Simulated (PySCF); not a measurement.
Isomers of C5H11FOSi2.

All values: PBE0/pcSseg-1 (PySCF) at GFN2-xTB geometries, gas phase, one conformer each.

Problem. Rank by the lowest IAO charge on any atom, highest value first.
A. `[OH:1][CH2:2][CH2:3][C:4]1=[C:5]([CH2:6][F:7])[SiH2:8][SiH2:9]1` with H–O1–C2–C3 56°, O1–C2–C3–C4 -61°, C2–C3–C4–C5 100°, C4–C5–C6–F7 -179°
B. `[CH2:1]=[C:2]1[C@@H:3]([CH2:4][SiH3:5])[C@H:6]1[O:7][SiH2:8][F:9]` with C2–C3–C4–Si5 146°, C3–C6–O7–Si8 140°, C6–O7–Si8–F9 70°
C. `[CH3:1][C:2]#[C:3][SiH2:4][SiH2:5][C@@H:6]([F:7])[O:8][CH3:9]` with C3–Si4–Si5–C6 -161°, Si4–Si5–C6–F7 -150°, Si5–C6–O8–C9 175°
D. `[CH3:1][C:2](=[O:3])[SiH2:4][CH2:5]/[C:6]([SiH3:7])=[CH:8]/[F:9]` with C1–C2–Si4–C5 -175°, C2–Si4–C5–C6 179°, Si4–C5–C6–Si7 -78°

Solution. C (-0.439 e), D (-0.516 e), A (-0.549 e), B (-0.626 e).

Problem. Rank by LUMO energy, lowest first.
A. `[CH3:1][C:2](=[O:3])[SiH2:4][CH2:5]/[C:6]([SiH3:7])=[CH:8]/[F:9]` with C1–C2–Si4–C5 -175°, C2–Si4–C5–C6 179°, Si4–C5–C6–Si7 -78°
B. `[OH:1][CH2:2][CH2:3][C:4]1=[C:5]([CH2:6][F:7])[SiH2:8][SiH2:9]1` with H–O1–C2–C3 56°, O1–C2–C3–C4 -61°, C2–C3–C4–C5 100°, C4–C5–C6–F7 -179°
C. `[CH3:1][O:2][Si@@H:3]1[CH2:4][C:5]([CH2:6][SiH3:7])=[C:8]1[F:9]` with C1–O2–Si3–C4 173°, C4–C5–C6–Si7 -83°
D. `[CH3:1][C:2]#[C:3][SiH2:4][SiH2:5][C@@H:6]([F:7])[O:8][CH3:9]` with C3–Si4–Si5–C6 -161°, Si4–Si5–C6–F7 -150°, Si5–C6–O8–C9 175°
E. `[CH2:1]=[C:2]1[C@@H:3]([CH2:4][SiH3:5])[C@H:6]1[O:7][SiH2:8][F:9]` with C2–C3–C4–Si5 146°, C3–C6–O7–Si8 140°, C6–O7–Si8–F9 70°

Solution. A (-1.13 eV), B (-0.71 eV), E (-0.43 eV), D (-0.13 eV), C (0.01 eV).

Problem. Rank by dipole moment, highest first.
A. `[CH3:1][O:2][Si@@H:3]1[CH2:4][C:5]([CH2:6][SiH3:7])=[C:8]1[F:9]` with C1–O2–Si3–C4 173°, C4–C5–C6–Si7 -83°
B. `[CH3:1][C:2]#[C:3][SiH2:4][SiH2:5][C@@H:6]([F:7])[O:8][CH3:9]` with C3–Si4–Si5–C6 -161°, Si4–Si5–C6–F7 -150°, Si5–C6–O8–C9 175°
C. `[CH3:1][C:2](=[O:3])[SiH2:4][CH2:5]/[C:6]([SiH3:7])=[CH:8]/[F:9]` with C1–C2–Si4–C5 -175°, C2–Si4–C5–C6 179°, Si4–C5–C6–Si7 -78°

Solution. C (2.12 D), B (1.81 D), A (1.45 D).

All values together:

| SMILES | μ (D) | HOMO (eV) | LUMO (eV) | lowest IAO charge (e) | highest IAO charge (e) | lowest Hirshfeld charge (e) | highest Hirshfeld charge (e) |
| --- | --- | --- | --- | --- | --- | --- | --- |
| CC(=O)[SiH2]C/C([SiH3])=C/F | 2.12 | -6.79 | -1.13 | -0.516 (C) | +0.683 (Si) | -0.220 (O) | +0.329 (Si) |
| OCCC1=C(CF)[SiH2][SiH2]1 | 2.22 | -7.58 | -0.71 | -0.549 (O) | +0.458 (Si) | -0.231 (O) | +0.237 (Si) |
| CC#C[SiH2][SiH2][C@@H](F)OC | 1.81 | -7.38 | -0.13 | -0.439 (C) | +0.488 (Si) | -0.193 (C) | +0.255 (Si) |
| CO[Si@@H]1CC(C[SiH3])=C1F | 1.45 | -6.75 | 0.01 | -0.625 (O) | +1.111 (Si) | -0.222 (O) | +0.414 (Si) |
| C=C1[C@@H](C[SiH3])[C@H]1O[SiH2]F | 2.05 | -7.65 | -0.43 | -0.626 (O) | +1.286 (Si) | -0.216 (F) | +0.477 (Si) |

Conformers: `[CH3:1][C:2](=[O:3])[SiH2:4][CH2:5]/[C:6]([SiH3:7])=[CH:8]/[F:9]` with C1–C2–Si4–C5 -175°, C2–Si4–C5–C6 179°, Si4–C5–C6–Si7 -78°; `[OH:1][CH2:2][CH2:3][C:4]1=[C:5]([CH2:6][F:7])[SiH2:8][SiH2:9]1` with H–O1–C2–C3 56°, O1–C2–C3–C4 -61°, C2–C3–C4–C5 100°, C4–C5–C6–F7 -179°; `[CH3:1][C:2]#[C:3][SiH2:4][SiH2:5][C@@H:6]([F:7])[O:8][CH3:9]` with C3–Si4–Si5–C6 -161°, Si4–Si5–C6–F7 -150°, Si5–C6–O8–C9 175°; `[CH3:1][O:2][Si@@H:3]1[CH2:4][C:5]([CH2:6][SiH3:7])=[C:8]1[F:9]` with C1–O2–Si3–C4 173°, C4–C5–C6–Si7 -83°; `[CH2:1]=[C:2]1[C@@H:3]([CH2:4][SiH3:5])[C@H:6]1[O:7][SiH2:8][F:9]` with C2–C3–C4–Si5 146°, C3–C6–O7–Si8 140°, C6–O7–Si8–F9 70°.
